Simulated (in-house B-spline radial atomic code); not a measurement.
A fraction x of an electron is moved 5p → 5f in Dy+, starting from [Xe] 4f10 6s1 and keeping the highest spin. All numbers are computed (scalar-relativistic (X2C) OLYP, spin-polarised, spherical fractional occupations; Fermi nucleus of rms radius 5.2218 fm) with an all-electron radial atomic-structure program (B-spline basis), not measured.

```csv
x,E(x) - E(0) (eV),5p down level (eV),5f up level (eV)
0,0.0000,-31.044,-
0.125,3.7514,-32.092,-1.578
0.25,7.6251,-33.148,-1.714
0.375,11.6090,-34.193,-1.876
0.5,?,?,?
0.625,19.9092,-36.191,-2.125
0.75,24.2194,-37.133,-2.240
0.875,?,?,?
1,33.1396,-38.890,-2.448
```

(1) What belongs in the row x = 0.5?

(2) What belongs in the row x = 0.875?

(3) Check Janak's theorem between x = 0.125 and 0.25.

Answers

(1) An energy change of 15.7044 eV; 5p down at -35.209 eV, 5f up at -2.003 eV.

(2) An energy change of 28.6311 eV; 5p down at -38.033 eV, 5f up at -2.346 eV.

(3) The slope of the energy is 30.99 eV; the orbital levels give 30.97 eV (ε of the receiving orbital less ε of the emptying one, averaged over the two points).
